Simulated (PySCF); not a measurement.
**Solvent effects on NMR parameters**

Mapped SMILES: `[CH3:1][NH:2][CH:3]1[CH2:4][CH2:5][CH2:6][CH2:7]1`; H(Xn) means a hydrogen on atom n. Ha(C4), Ha(C5), Ha(C6), Ha(C7) are cis to N2 on the ring; Hb(C4), Hb(C5), Hb(C6), Hb(C7) are trans to N2 on the ring.

GIAO PBE0/pcSseg-1 in PySCF 2.14 on one PBE0-D3(BJ)/def2-SVP conformer, non-relativistic, equivalent nuclei averaged. Solvents enter as an IEF-PCM continuum (benzene with ε = 2.3, tetrahydrofuran with ε = 7.4) around the gas-phase geometry. Shifts are referred to TMS computed in the same medium.

In benzene, δ in ppm: C3 63.9, C1 37.5, C4/C7 36.4, C5/C6 24.2, H(C3) 2.42, H(C1) 2.41, Hb(C4)/Hb(C7) 1.69, Ha(C5)/Ha(C6) 1.68, Hb(C5)/Hb(C6) 1.57, Ha(C4)/Ha(C7) 1.05, H(N2) 0.37. Dipole moment 1.03 D.

Question: How does each δ change in the more polar medium?

Answer: 
```csv
atoms,environment,"Δδ, tetrahydrofuran"
C3,sp3 CH bonded to N,+0.2
C1,methyl carbon bonded to N,+0.1
C4/C7,sp3 CH2 in a ring,+0.4
C5/C6,sp3 CH2 in a ring,+0.2
H(C3),hydrogen on an sp3 CH bonded to N,+0.02
H(C1),hydrogen on a methyl carbon bonded to N,0.00
Hb(C4)/Hb(C7),hydrogen on an sp3 CH2 in a ring,+0.05
Ha(C5)/Ha(C6),hydrogen on an sp3 CH2 in a ring,0.00
Hb(C5)/Hb(C6),hydrogen on an sp3 CH2 in a ring,+0.01
Ha(C4)/Ha(C7),hydrogen on an sp3 CH2 in a ring,-0.09
H(N2),hydrogen on an amine nitrogen,+0.20
```

Changes are relative to benzene. The dipole moment becomes 1.20 D in tetrahydrofuran.

Question: Which nuclei move most (in ppm), and what does the model miss?

Answer: C4/C7 (sp3 CH2 in a ring, +0.4 ppm) in tetrahydrofuran. A continuum only polarises the solute; specific hydrogen bonds, the anisotropy of aromatic solvents and changes of geometry or conformer are outside it.
